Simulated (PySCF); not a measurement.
Input for PySCF:
```python
from pyscf import gto, scf, dft

mol = gto.Mole()
mol.atom = '''
    O     0.00029017    0.64522356   -0.01214168
    O    -0.00029017   -0.64522356    0.01214168
    H     0.94311055    0.99403527   -0.03396231
    H    -0.94311055   -0.99403527    0.03396231
'''
mol.basis = 'def2-svp'
mol.charge = 1
mol.spin = 1
mol.verbose = 4
mol.build()

mf = dft.UKS(mol)
mf.xc = 'tpss'
mf.kernel()
mf.analyze()
```

### Question
What does this run give for the <S^2>, total energy, number of basis functions, nuclear repulsion energy, HOMO energy?

### Answer

```
Property                         Result
-------------------------  ------------
<S^2>                             0.752
total energy               -151.0716 Eh
number of basis functions            38
nuclear repulsion energy     39.3288 Eh
HOMO energy                   -16.72 eV
```

These values belong to the state on which the SCF converged, which isn't shown to be the lowest.
